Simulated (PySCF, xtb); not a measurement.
C2H10OSi3, SMILES O[C@@H]1C[Si@H]([SiH3])[SiH2]1. The values are those of a single conformer.

Harmonic wavenumbers (cm⁻¹) from GFN2-xTB in xtb at its own minimum, in rising order: 16, 53, 87, 136, 216, 331, 335, 356, 376, 425, 431, 466, 493, 519, 528, 588, 615, 697, 718, 756, 783, 791, 810, 826, 951, 1036, 1108, 1123, 1193, 1277, 1321, 1485, 2061, 2163, 2199, 2223, 2250, 2257, 2855, 2935, 2981, 3505.

### Question
What does PySCF 2.14.0 with PBE0-D3(BJ)/def2-SVP give at its own minimum? (The exact figures need the calculation; the answer reports its results.)

### Answer
95, 107, 142, 178, 231, 336, 380, 393, 446, 458, 503, 528, 543, 614, 629, 653, 678, 736, 763, 800, 882, 915, 926, 934, 947, 1024, 1102, 1134, 1174, 1285, 1361, 1412, 2204, 2211, 2213, 2220, 2242, 2245, 3037, 3052, 3117, 3831. Paired by order, the mean absolute difference is 64 cm⁻¹ and the zero-point energies are 66.2 and 69.6 kcal/mol.
